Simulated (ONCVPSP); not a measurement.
## Cutoff test, Ni (Z = 28), ONCV

```
Element                 : nickel (Ni)
Generator               : ONCVPSP 4.0.1
Type                    : optimised norm-conserving Vanderbilt (ONCV)
Functional              : Wu-Cohen
Relativity              : scalar-relativistic
Frozen core             : [Ne] 3s2
Valence charge          : 16
Reference configuration : 3p6 3d8.5 4s1.5
Partial waves           : 4s: rc 2.05 bohr, ncon 3, nbas 7, qcut 3.8 1/bohr, 1 projector; 3p: rc 1.05 bohr, ncon 3, nbas 7, qcut 13 1/bohr, 3 projectors, debl 0.8 Ha; 3d: rc 1.70 bohr, ncon 3, nbas 8, qcut 11.1 1/bohr, 2 projectors, debl 1.9 Ha
Local potential         : polynomial inside 0.90 bohr (lpopt 5, dvloc0 -1 Ha)
Core correction         : Teter function, fcfact 4, rcfact 1.3
```

In the p channel the program set the typed energies aside and used -2.523, 0.250, 1.050 Ha.

Task: For each optimised wave give the share of its norm inside rc, the residual kinetic energy above qcut (Ha) and the cutoffs (Ha) for errors of 10, 1, 0.1 and 0.01 mHa per electron.

Result:

| wave | norm inside rc | residual KE | 10 mHa | 1 mHa | 0.1 mHa | 0.01 mHa |
| --- | --- | --- | --- | --- | --- | --- |
| 4s | 0.251 | 4.9e-05 | 3.2 | 5.1 | 6.9 | 18.4 |
| 3p | 0.819 | 1.2e-07 | 32.7 | 41.6 | 49.3 | 55.2 |
| p projector 2 | 0.040 | 3.1e-08 | 24.1 | 33.9 | 42.3 | 49.3 |
| p projector 3 | 0.029 | 3.7e-08 | 23.6 | 33.5 | 41.9 | 48.9 |
| 3d | 0.864 | 9.6e-07 | 35.2 | 42.0 | 47.6 | 52.7 |
| d projector 2 | 0.118 | 5.2e-08 | 33.6 | 41.6 | 47.9 | 52.9 |

The occupied waves need 42 Ha and 49 Ha for 1 and 0.1 mHa. Note: ghosts flagged at negative energy: s at -200.4 eV; no localised positive-energy state flagged. A true bound ghost makes a file unfit for plane-wave use. 1 of 4 tests not solved or not reliable.
